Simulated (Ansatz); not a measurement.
Basis-set extrapolation for `FC[BH][AlH2]` (PBE0-D4/def2-TZVP geometry, frozen core, Ansatz). Multiplicity 1, RHF reference.

```
                      def2-TZVPP   def2-QZVPP
                 HF  -406.838589  -406.853251
    MP2 correlation    -0.599518    -0.647316
CCSD(T) correlation    -0.663325      not run
```

Energies in hartree. Use E(X) = E(∞) + A·exp(−7.88·√X) for Hartree–Fock and E(X) = E(∞) + B·X^(−2.97) for correlation, with X = 3 and 4, and add CCSD(T) minus MP2 of the smaller set to the MP2 limit.

**Question.** What is the CCSD(T) energy at the basis-set limit?

**Answer.** HF limit: -406.853251 + (-0.014662) × 0.13774 = -406.85527. MP2 limit: -0.647316 + (-0.047798) × 0.74074 = -0.68272. Higher-order term: -0.663325 − (-0.599518) = -0.06381. Total: -407.60180 hartree, 262.3 kJ/mol below CCSD(T)/def2-TZVPP.
